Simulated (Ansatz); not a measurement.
Isomers

Structures of LiBSiH4O, closed shell, relaxed at PBE0-D4/def2-TZVP (vibrations not checked; lower isomers may exist, and structures with a doubtful reference or unclear bonds are left out). Program: Ansatz 0.2.0. Basis: def2-TZVPP. Cores are frozen in the correlated methods. The outer core shell of Li, Na, Mg and K is correlated. B3LYP uses VWN-RPA correlation.

Question: Rank them by CCSD(T) energy, lowest first, and give each one's height above the lowest. Links in brackets join atoms within 1.22 times the sum of their covalent radii (1.1 for two metals). (Judge from chemistry; the value comes from the calculation.)
A.
LiBSiH₄O ([BH][SiH]12[H][Li]1[OH]2)
```
8
angstrom
Li -1.8800 0.3174 1.8659
O -1.5543 -0.1224 0.2053
Si 0.0450 0.5991 0.1750
B 1.1128 -0.6400 -0.8301
H -0.0425 1.9217 -0.5152
H -0.1902 1.0036 1.6945
H -1.5896 -0.7150 -0.5586
H 2.2622 -0.9675 -0.8152
```
B.
LiBSiH₄O ([Si][O][Li]123[H][BH]1([H]2)[H]3)
```
8
angstrom
Li -0.4932 0.0440 0.2065
O -2.2224 0.1391 0.9025
Si -3.6254 0.2110 1.4648
B 1.3190 -0.0648 -0.5272
H 0.6755 0.8892 -0.9971
H 1.3171 0.0832 0.7069
H 0.6525 -1.0878 -0.7602
H 2.4297 -0.1316 -0.9770
```
C.
LiBSiH₄O ([Li][O][BH][SiH3])
```
8
angstrom
Li -1.5390 -2.1354 1.8605
O -0.7040 -0.7999 1.4348
B -0.0356 0.2190 0.9547
Si 0.3856 0.3633 -1.0541
H 0.3633 1.1206 1.6771
H -0.1745 1.6035 -1.6796
H 1.8555 0.4131 -1.3374
H -0.1515 -0.7842 -1.8560
```
D.
a complex of LiBO + SiH₄
```
8
angstrom
Li -1.6117 -2.9898 3.2415
O -0.4843 -0.8987 0.9130
B -0.8958 -1.6617 1.7622
Si 0.5202 0.9709 -1.1633
H 0.0331 1.7919 -0.0301
H 1.0258 1.9124 -2.2089
H 1.6554 0.1076 -0.7619
H -0.5749 0.1815 -1.7741
```

Answer: The calculation gives: C (0.00 kcal/mol), B (7.91 kcal/mol), D (26.18 kcal/mol), A (76.17 kcal/mol). Heights count from the lowest.

Question: Do PBE-D4, r2SCAN-D4, PBE0-D4, B3LYP-D4, wB97M-V, HF, MP2 give the same order? (Judge from chemistry; the calculation decides.)

Answer: By the calculation: All do.

No T1 diagnostic of these runs exceeds 0.019. The restricted Hartree–Fock reference is unstable towards an unrestricted one at one or more of these structures.

For scale, one of the runs: CCSD(T)/def2-TZVPP, 179 basis functions, launched by `ansatz run in.yaml --threads 2 --pin off --events-out ev --progress --plain --max-ram 4352MiB`. The run took 37 s on 2 CPU threads of an Arm Neoverse V2 (shared host), with 1.7 GiB of host memory at its peak.
